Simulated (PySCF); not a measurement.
Structure with atom numbers: `[CH3:1][S:2][GeH:3]1[CH2:4][CH2:5][CH2:6]1`; H(Xn) means a hydrogen on atom n. Ha(C4), Ha(C5), Ha(C6) are cis to S2 on the ring; Hb(C4), Hb(C5), Hb(C6) are trans to S2 on the ring.

Geometry: PBE0-D3(BJ)/def2-SVP; GIAO shifts from PySCF 2.14.0 with density-fitted response routines, gas phase, non-relativistic, averaged over equivalent atoms.

At PBE0/pcSseg-1 (183 basis functions, 25 s wall time on 1 thread of an Arm Neoverse V1, shared host):
```csv
atoms,δ (ppm)
C4/C6,27.4
C5,23.3
C1,16.2
S2,-155.9
Ge3,46.7
H(Ge3),5.47
Ha(C5),2.11
Hb(C5),2.01
H(C1),1.95
Ha(C4)/Ha(C6),1.83
Hb(C4)/Hb(C6),1.76
```

Referencing at the same level of theory: 13C (σref 184.41), 1H (σref 31.27) vs TMS; CS2 for 33S (σref 495.66); GeMe4 for 73Ge (σref 1330.28).

Question: What do these become at KT3/pcSseg-1?

Answer: 
| atoms | δ at KT3/pcSseg-1 | change |
| --- | --- | --- |
| C4/C6 | 29.9 | +2.5 |
| C5 | 26.6 | +3.3 |
| C1 | 17.8 | +1.6 |
| S2 | -109.8 | +46.1 |
| Ge3 | 41.7 | -5.0 |
| H(Ge3) | 5.41 | -0.06 |
| Ha(C5) | 2.27 | +0.16 |
| Hb(C5) | 2.11 | +0.10 |
| H(C1) | 2.00 | +0.05 |
| Ha(C4)/Ha(C6) | 1.91 | +0.08 |
| Hb(C4)/Hb(C6) | 1.90 | +0.14 |

References, each an isolated molecule treated in the same way: TMS for 13C (182.31 ppm) and 1H (31.32 ppm); 33S (516.28 ppm) against CS2; 73Ge (1320.18 ppm) vs GeMe4.

The largest change is at S2 (sulfur bonded to C, Ge). Cost: 183 basis functions, 33 s wall time on 1 thread of an Arm Neoverse V1, shared host. The order of the carbon signals is the same at both levels.

Relativistic effects, spin–orbit coupling among them, are left out; they matter for Ge and for the light atoms bonded to it.
